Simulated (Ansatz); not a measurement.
# What each rung costs, and what it gives

Saddle point of Si4H13O2F, closed shell (Si₄H₁₀O ([OH][Si]([SiH3])([SiH3])[SiH3]) + H₂O + HF → Si₃H₇OF ([OH][Si]([F])([SiH3])[SiH3]) + SiH₄ + H₂O; bonds formed: Si1–F9, Si2–H8; bonds broken: Si1–Si2, H8–F9), PBE0-D4/def2-TZVP structure:

```
20
angstrom
Si -0.6488 0.0992 -0.2492
Si 1.5842 -0.5983 0.8802
Si -1.8651 1.5205 1.1568
Si -1.2756 -2.1745 -0.0764
O -0.7135 0.2926 -1.8797
H 2.1305 1.3216 -1.3372
O 2.6677 0.5244 -1.4712
H 0.8793 0.7907 0.1722
F 0.6134 1.9900 -0.4154
H 0.8350 -1.0155 2.0979
H 1.8931 -1.7817 0.0522
H 2.7752 0.1803 1.2895
H -2.2999 2.6995 0.3669
H -1.0075 1.9402 2.2934
H -3.0643 0.8193 1.6931
H -1.2171 -2.6595 1.3268
H -0.4397 -3.0479 -0.9405
H -2.6893 -2.2354 -0.5405
H -0.5014 1.1985 -2.1306
H 2.3439 0.1358 -2.2882
```

Barriers are electronic and count from the start structure reached by relaxing down the imaginary mode.

Program: Ansatz 0.2.0. Basis: as named in each row. Cores are frozen in the correlated methods. B3LYP uses VWN-RPA correlation. Extrapolation: Hartree–Fock as exp(−7.88 √X), correlation as X^−2.97.

Times are rough, for one single point on 4 threads of a shared host (AMD EPYC 7R13), with one NVIDIA H100 (or a share of it) where marked.

The estimate by CCSD(T) at an estimated basis limit (MP2 extrapolated from triple and quadruple zeta, plus CCSD(T) − MP2 in triple zeta) is 1.957 eV.

| method | basis | time (s) | barrier (eV) | method less estimate |
| --- | --- | --- | --- | --- |
| HF | STO-3G | under 1 | 5.840 | 3.883 |
| PBE-D4 | STO-3G | under 1 | 3.323 | 1.366 |
| SPW92 | def2-SVP | 2 | 1.467 | -0.490 |
| PBE0-D4 | def2-TZVPP | 2 (H100) | 1.884 | -0.073 |
| PBE-D4 | def2-SVP | 2 | 1.597 | -0.361 |
| BLYP-D4 | def2-TZVPP | 2 (H100) | 1.686 | -0.271 |
| r2SCAN-D4 | def2-TZVPP | 2 (H100) | 1.701 | -0.257 |
| B3LYP-D4 | 6-31G | 2 | 2.357 | 0.399 |
| PBE-D4 | def2-TZVPP | 2 (H100) | 1.633 | -0.324 |
| CAM-B3LYP-D4 | def2-TZVPP | 2 (H100) | 1.952 | -0.005 |
| CCSD(T) | def2-SVP | 2 (H100) | 2.205 | 0.248 |
| SPW92 | def2-TZVPP | 2 (H100) | 1.476 | -0.482 |
| B97M-V | def2-TZVPP | 2 (H100) | 1.818 | -0.139 |
| wB97X-V | def2-TZVPP | 2 (H100) | 1.910 | -0.047 |
| PBE-QIDH | def2-TZVPP | 2 (H100) | 2.027 | 0.069 |
| B3LYP-D4 | def2-TZVPP | 3 (H100) | 1.887 | -0.071 |
| wB97M-V | def2-TZVPP | 3 (H100) | 1.815 | -0.142 |
| B2PLYP | def2-TZVPP | 3 (H100) | 1.994 | 0.037 |
| BHLYP-D4 | def2-TZVPP | 3 (H100) | 2.124 | 0.167 |
| PBE0-D4 | def2-SVP | 3 | 1.906 | -0.051 |
| r2SCAN0-D4 | def2-TZVPP | 3 (H100) | 1.907 | -0.050 |
| RPA on PBE | def2-TZVPP | 3 (H100) | 1.975 | 0.018 |
| MP2 | def2-QZVPP | 6 (H100) | 1.930 | -0.027 |
| wB97M-V | def2-SVP | 9 | 1.862 | -0.096 |
| CCSD(T) | def2-TZVPP | 30 (H100) | 2.032 | 0.075 |

All methods are single points on the PBE0-D4 structures.

T1 diagnostic: at most 0.016.

Labels in which every atom is bracketed show which atoms are joined, not bond orders.
